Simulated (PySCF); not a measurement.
**Simulated characterisation data**

[PySCF: structure optimised with GFN2-xTB; GIAO PBE0/pcSseg-1 shieldings; fast rotation and ring inversion assumed for equivalent nuclei; no solvent model; one conformer; relativity neglected]

Shifts are taken against calculated references (same method and geometry level): 1H (σ = 31.72 ppm) and 13C (σ = 186.93 ppm) vs TMS. Where no couplings were computed, multiplicities follow the n + 1 count of equivalent neighbours, and m marks all less simple cases (inequivalent or close neighbours, rings, F or P nearby). Shifts are as computed. Against solution values, carbons near 30 ppm lie about +3 ppm off and those near 130 ppm about +5 ppm. Of 1211 compounds with measured shifts, 218 miss one by over three times the rms of a fit or turn the order of signals round; such compounds aren't used in these exercises.

**1.** `C/C=C(/C=C/C#C)\C=C\C#N`, C$_{10}$H$_{9}$N. 1H NMR (400 MHz, computed): δ 7.56 (d, 1H), 6.97 (d, 1H), 6.03 (m, 1H), 6.00 (q, 1H), 5.75 (d, 1H), 3.01 (d, 1H), 2.06 (d, 3H). 13C{1H} NMR (computed): δ 155.8, 153.4, 143.9, 141.7, 123.0, 117.6, 111.7, 93.6, 87.1, 19.2.

**2.** SMILES C=C(C=O)[SiH]1[SiH2][SiH2][SiH2]1, C$_{3}$H$_{10}$OSi$_{4}$. 1H NMR (400 MHz, computed): δ 9.70 (s, 1H), 7.40 (br s, 1H), 7.04 (br s, 1H), 4.74 (m, 1H), 4.67 (m, 1H), 4.26 (m, 1H), 4.23 (m, 2H), 3.98 (m, 2H). 13C{1H} NMR (computed): δ 205.8 (CH), 164.2 (C), 155.8 (CH2).
